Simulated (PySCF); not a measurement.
# Excitation energy of Tl⁺ by level of theory

Tl⁺ [Xe] 4f14 5d10 6s2 (1S) → Tl⁺ [Xe] 4f14 5d10 6s1 6p1 (3P), as a difference of total energies. All numbers are calculated (PySCF 2.14, scalar relativity through the core potential, in aug-cc-pwCVDZ-PP with ECP60MDF (6s5p4d1f, 48 functions)). Correlated levels: valence and next inner shell: nothing frozen outside the core potential. The calculations carry no spin-orbit coupling.

```json
{"method": "UHF", "excitation energy (eV)": "5.672"}
{"method": "MP2 (valence and next inner shell)", "excitation energy (eV)": "7.390"}
{"method": "SCS-MP2 (valence and next inner shell)", "excitation energy (eV)": "7.384"}
{"method": "CCSD (valence and next inner shell)", "excitation energy (eV)": "7.086"}
{"method": "CCSD(T) (valence and next inner shell)", "excitation energy (eV)": "7.150"}
```

Errors of the correlated levels include the incompleteness of this basis.

Task: Which method comes closest to the reference value, and which is furthest?

Result: The reference is 7.098 eV (measured; NIST levels, between the centres of gravity of the two terms). Closest: CCSD (valence and next inner shell) (error -0.012 eV); furthest: UHF (error -1.426 eV).
